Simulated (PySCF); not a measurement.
H5NOSi, SMILES N[SiH2]O, CAM-B3LYP/def2-SVP optimised geometry. Atoms within 1.6 Å of the plane z = 0.0 Å (x, y, z in Å): N1 (0.95, -0.65, 0.00), Si2 (-0.77, -0.65, 0.00), O3 (-1.50, 0.84, 0.00), H4 (1.50, -0.33, 0.78), H5 (1.49, -0.75, -0.85), H6 (-1.15, -1.42, -1.22), H7 (-1.28, -1.27, 1.24), H8 (-1.33, 1.42, -0.75).

Calculation: CAM-B3LYP/def2-TZVP run with PySCF. Cells within 0.4 Å of a nucleus heavier than hydrogen are left out (blank, or x).

Map of the HOMO amplitude (bohr^(-3/2)), clipped to [-0.25, 0.25] on the plane z = 0.0 Å; orbital energy -9.07 eV, overall sign arbitrary:

```
|555555555555555555555555555|
|555555555555555555555555555|
|555555555555555555555555555|
|555555555555555555555555555|
|555555555555555555555555555|
|555555555554555555555555555|
|555555555544455555555555555|
|555555555444455555555555555|
|555555555444455555555555555|
|55555566x334455555555555555|
|5555556xxx24455555555555555|
|55555567xx24556666655555555|
|555555554334566777655555555|
|555555554445567898765555555|
|5555555554xx5679x9655555555|
|5555555555xx555xxx444444444|
|5555555555xx4430xx234444444|
|555555555554432000234444444|
|555555555544433212234444444|
|555555555544443333344444444|
|555555555544444333444444444|
|555555555444444444444444444|
|555555555444444444444444444|
|555555554444444444444444444|
|555555544444444444444444444|
|555554444444444444444444444|
|555444444444444444444444444|
```
Scale: ten equal steps from -0.250 (start of '0') to 0.250 (end of '9'), in the order '0123456789'; x runs from -4.00 to 4.00, y from -4.00 (bottom) to 4.00 (top).
